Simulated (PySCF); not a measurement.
Computed shifts of a molecule C₆H₁₀, KT2/pcSseg-1 (PySCF), GIAO, gas phase, equivalent atoms averaged, in ppm (number of nuclei): ¹³C: 208.5 (1), 102.4 (1), 72.3 (1), 36.5 (1), 21.7 (1), 17.7 (1). ¹H: 4.99 (2), 2.49 (1), 2.30 (1), 2.08 (3), 1.39 (3). References: ¹³C against TMS (σ = 185.1 ppm); ¹H against TMS (σ = 31.47 ppm), references at their B3LYP-D3(BJ)/def2-TZVP geometries, non-relativistic. The structure is a stationary point at TPSSh-D3(BJ)/def2-SVP. One conformer was computed; it need not be the lowest.

Which structure fits?
A. C[C@@H]1C=C[C@@H]1C
B. CC1=CC[C@H]1C
C. C=C=C(C)CC
D. C=C1CC[C@@H]1C

C, C=C=C(C)CC
